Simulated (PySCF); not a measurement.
Running PySCF for CaO⁺

Input:

```python
from pyscf import gto, scf
from pyscf.prop.polarizability import uhf as pol

mol = gto.M(
    atom='Ca 0 0 0; O 0 0 2.023',
    basis='6-311g**',
    charge=1,
    spin=1,
    symmetry=True,
    verbose=4,
)
mf = scf.UHF(mol)
mf = mf.newton()
mf.kernel()
print('polarizability (a.u.)')
print(pol.Polarizability(mf).polarizability().round(4))
mf.dip_moment()
print('orbital energies (hartree):', [e[max(0, n-3):n+3].round(4) for e, n in zip(mf.mo_energy, mol.nelec)])
```

```bash
$ OMP_NUM_THREADS=1 python input.py
```

It prints (some set-up lines and the per-cycle HOMO/LUMO lines with their warnings removed):

```
PySCF version 2.14.0

[INPUT] Symbol           X                Y                Z      unit          X                Y                Z       unit  Magmom
[INPUT]  1 Ca     0.000000000000   0.000000000000   0.000000000000 AA    0.000000000000   0.000000000000   0.000000000000 Bohr   0.0
[INPUT]  2 O      0.000000000000   0.000000000000   2.023000000000 AA    0.000000000000   0.000000000000   3.822915949995 Bohr   0.0

nuclear repulsion = 41.8528688814632
point group symmetry = Coov
symmetry origin: [0.        0.        1.0922617]
symmetry axis x: [1. 0. 0.]
symmetry axis y: [0. 1. 0.]
symmetry axis z: [0. 0. 1.]
num. orbitals of irrep A1 = 25
num. orbitals of irrep E1x = 13
num. orbitals of irrep E1y = 13
num. orbitals of irrep E2x = 3
num. orbitals of irrep E2y = 3
number of shells = 25
number of NR pGTOs = 98
number of NR cGTOs = 57
basis = 6-311g**
ecp = {}
Freeze 0 electrons in irreps []
    27 free electrons in irreps A1 E1x E1y E2x E2y

******** <class 'pyscf.soscf.newton_ah.SecondOrderSymAdaptedUHF'> ********
method = SecondOrderSymAdaptedUHF
initial guess = minao
damping factor = 0
level_shift factor = 0
DIIS = <class 'pyscf.scf.diis.CDIIS'>
SCF conv_tol = 1e-09
SCF max_cycles = 50
number electrons alpha = 14  beta = 13
******** <class 'pyscf.scf.uhf_symm.SymAdaptedUHF'> Newton solver flags ********
SCF tol = 1e-09
conv_tol_grad = None
max. SCF cycles = 50
max_cycle_inner = 12
max_stepsize = 0.05
ah_start_tol = 1e+09
ah_level_shift = 0
ah_conv_tol = 1e-12
ah_lindep = 1e-14
ah_start_cycle = 1
ah_max_cycle = 40
ah_grad_trust_region = 2.5
kf_interval = 4
kf_trust_region = 5
canonicalization = True
Set conv_tol_grad to 3.16228e-05

Initial guess E= -751.353508462864  |g|= 0.29002
macro= 0  E= -751.396118450811  delta_E= -0.04261  |g|= 0.29002  2 KF 6 JK
macro= 1  E= -751.39780256401  delta_E= -0.00168411  |g|= 0.0793387  2 KF 5 JK
macro= 2  E= -751.397318111036  delta_E= 0.000484453  |g|= 0.0553016  2 KF 5 JK
macro= 3  E= -751.398430853024  delta_E= -0.00111274  |g|= 0.0521939  2 KF 5 JK
macro= 4  E= -751.398676992485  delta_E= -0.000246139  |g|= 0.0390046  2 KF 5 JK
macro= 5  E= -751.398412738944  delta_E= 0.000264254  |g|= 0.0280039  2 KF 5 JK
macro= 6  E= -751.39862768486  delta_E= -0.000214946  |g|= 0.0351937  2 KF 5 JK
macro= 7  E= -751.398446432049  delta_E= 0.000181253  |g|= 0.0296004  2 KF 5 JK
macro= 8  E= -751.398663710572  delta_E= -0.000217279  |g|= 0.0345644  2 KF 5 JK
macro= 9  E= -751.398448156013  delta_E= 0.000215555  |g|= 0.0289451  2 KF 5 JK
macro= 10  E= -751.398659078428  delta_E= -0.000210922  |g|= 0.0346521  2 KF 5 JK
macro= 11  E= -751.398445488778  delta_E= 0.00021359  |g|= 0.0289712  2 KF 5 JK
macro= 12  E= -751.398664804472  delta_E= -0.000219316  |g|= 0.0345981  2 KF 5 JK
macro= 13  E= -751.398444296475  delta_E= 0.000220508  |g|= 0.0288407  2 KF 5 JK
macro= 14  E= -751.398664873182  delta_E= -0.000220577  |g|= 0.0346308  2 KF 5 JK
macro= 15  E= -751.398442777884  delta_E= 0.000222095  |g|= 0.0288068  2 KF 5 JK
macro= 16  E= -751.398666854295  delta_E= -0.000224076  |g|= 0.0346409  2 KF 5 JK
macro= 17  E= -751.398441601093  delta_E= 0.000225253  |g|= 0.0287435  2 KF 5 JK
macro= 18  E= -751.398668026452  delta_E= -0.000226425  |g|= 0.0346609  2 KF 5 JK
macro= 19  E= -751.398440158163  delta_E= 0.000227868  |g|= 0.0286916  2 KF 5 JK
macro= 20  E= -751.398669459045  delta_E= -0.000229301  |g|= 0.0346782  2 KF 5 JK
macro= 21  E= -751.398438931877  delta_E= 0.000230527  |g|= 0.0286382  2 KF 5 JK
macro= 22  E= -751.398670740704  delta_E= -0.000231809  |g|= 0.0346962  2 KF 5 JK
macro= 23  E= -751.398437598506  delta_E= 0.000233142  |g|= 0.0285863  2 KF 5 JK
macro= 24  E= -751.398672046366  delta_E= -0.000234448  |g|= 0.0347138  2 KF 5 JK
macro= 25  E= -751.39843635016  delta_E= 0.000235696  |g|= 0.0285353  2 KF 5 JK
macro= 26  E= -751.39867329982  delta_E= -0.00023695  |g|= 0.0347314  2 KF 5 JK
macro= 27  E= -751.39843508038  delta_E= 0.000238219  |g|= 0.0284851  2 KF 5 JK
macro= 28  E= -751.398674537859  delta_E= -0.000239457  |g|= 0.0347487  2 KF 5 JK
macro= 29  E= -751.398433846063  delta_E= 0.000240692  |g|= 0.0284358  2 KF 5 JK
macro= 30  E= -751.398675744116  delta_E= -0.000241898  |g|= 0.0347658  2 KF 5 JK
macro= 31  E= -751.39843261676  delta_E= 0.000243127  |g|= 0.0283872  2 KF 5 JK
macro= 32  E= -751.39867692736  delta_E= -0.000244311  |g|= 0.0347828  2 KF 5 JK
macro= 33  E= -751.398431408489  delta_E= 0.000245519  |g|= 0.0283394  2 KF 5 JK
macro= 34  E= -751.398678084299  delta_E= -0.000246676  |g|= 0.0347995  2 KF 5 JK
macro= 35  E= -751.39843021224  delta_E= 0.000247872  |g|= 0.0282923  2 KF 5 JK
macro= 36  E= -751.398679217262  delta_E= -0.000249005  |g|= 0.034816  2 KF 5 JK
macro= 37  E= -751.398429032666  delta_E= 0.000250185  |g|= 0.0282459  2 KF 5 JK
macro= 38  E= -751.398680325893  delta_E= -0.000251293  |g|= 0.0348323  2 KF 5 JK
macro= 39  E= -751.398427866803  delta_E= 0.000252459  |g|= 0.0282003  2 KF 5 JK
macro= 40  E= -751.398681411023  delta_E= -0.000253544  |g|= 0.0348483  2 KF 5 JK
macro= 41  E= -751.39842671598  delta_E= 0.000254695  |g|= 0.0281552  2 KF 5 JK
macro= 42  E= -751.398682472917  delta_E= -0.000255757  |g|= 0.0348642  2 KF 5 JK
macro= 43  E= -751.398425579064  delta_E= 0.000256894  |g|= 0.0281109  2 KF 5 JK
macro= 44  E= -751.398683512059  delta_E= -0.000257933  |g|= 0.0348798  2 KF 5 JK
macro= 45  E= -751.398424456354  delta_E= 0.000259056  |g|= 0.0280672  2 KF 5 JK
macro= 46  E= -751.398684528816  delta_E= -0.000260072  |g|= 0.0348953  2 KF 5 JK
macro= 47  E= -751.398423347303  delta_E= 0.000261182  |g|= 0.0280242  2 KF 5 JK
macro= 48  E= -751.398685523586  delta_E= -0.000262176  |g|= 0.0349105  2 KF 5 JK
macro= 49  E= -751.398422251866  delta_E= 0.000263272  |g|= 0.0279817  2 KF 5 JK
Canonicalize SCF orbitals
macro X = 50  E=-751.398422251866  |g|= 0.0279817  total 101 KF 302 JK
SCF not converged.
SCF energy = -751.398422251866 after 50 cycles  <S^2> = 0.76302829  2S+1 = 2.0129861

WARN: Orbital degeneracy broken

polarizability (a.u.)
Isotropic polarizability 11.2396977579
Polarizability anisotropy 10.6297092128
[[ 8.307  -0.     -0.    ]
 [-0.      7.1192 -0.    ]
 [-0.     -0.     18.2929]]

WARN: System has nonzero charge 1; the dipole moment is origin-dependent.
Location of origin: [0. 0. 0.]

Dipole moment(X, Y, Z, Debye):  0.00000,  0.00000, -6.80294
orbital energies (hartree): [array([-0.697 , -0.6288, -0.6256, -0.2007, -0.1211, -0.1179]), array([-1.2044, -0.5766, -0.5555, -0.2005, -0.129 , -0.1173])]
```

In short: not converged: SCF after 50 cycles.

Run time: 6.2 s on 1 thread of Arm Neoverse N1 (shared host), peak memory 0.14 GiB.

The run did not converge; its numbers are not results. The dipole of an ion depends on the origin.
